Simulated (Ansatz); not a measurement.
Mulliken charges of `C=C(F)O[SiH3]` from r2SCAN/def2-TZVPP in Ansatz (PBE0-D4/def2-TZVP geometry).

```csv
atom,x (Å),y (Å),z (Å),charge (e)
C1,-1.330,0.839,1.431,-0.293
C2,-0.314,0.430,0.693,0.396
F3,0.952,0.743,1.013,-0.204
O4,-0.380,-0.304,-0.407,-0.350
Si5,0.909,-0.822,-1.338,0.427
H6,-1.149,1.436,2.310,0.102
H7,-2.336,0.571,1.147,0.097
H8,0.264,-1.592,-2.422,-0.059
H9,1.811,-1.687,-0.541,-0.058
H10,1.656,0.335,-1.883,-0.057
```

Q: By hand: the dipole of these point charges (1 e Å = 4.8032 D).

A: Σ q r = (0.033, -0.097, -0.152) e Å, of length 0.183 e Å = 0.88 D.

Q: How does the dipole of the full density compare? (An estimate is asked.)

A: The calculation gave: (0.036, -0.095, -0.147) e Å, 0.86 D; the point charges give 1.02 times that, at 1° from its direction.

Point charges leave out the atoms' own dipoles, such as those of lone pairs, and Mulliken's split depends on the basis, so the close match here is no proof of good charges.
